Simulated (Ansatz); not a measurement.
`[Cl][Al-]1([Cl])[F+][Al-]([Cl])([Cl])[F+]1` at its PBE0-D4/def2-TZVP geometry, where that method's forces vanish. Total charge 0; spin multiplicity 1.

```xyz
8

Cl    1.1884    1.1288   -2.4823
Al    1.0736    0.7381   -0.4570
Cl    2.4639    1.3814    0.9291
F     0.6091   -0.9827   -0.1556
Al   -1.0737   -0.7382    0.4567
Cl   -2.4650   -1.3825   -0.9278
Cl   -1.1868   -1.1275    2.4825
F    -0.6096    0.9826    0.1544
```

**Question.** What forces (eV/Å) does PBE-D4/def2-TZVPP give on these atoms in Ansatz 0.2.0? (An estimate is asked.)

**Answer.** Computed: 
```
Cl1  0.022  0.055 -0.264
Al2  0.170  0.115 -0.072
Cl3  0.186  0.088  0.175
F4   0.277 -0.444 -0.071
Al5 -0.170 -0.115  0.073
Cl6 -0.186 -0.088 -0.175
Cl7 -0.021 -0.055  0.264
F8  -0.277  0.444  0.071
```
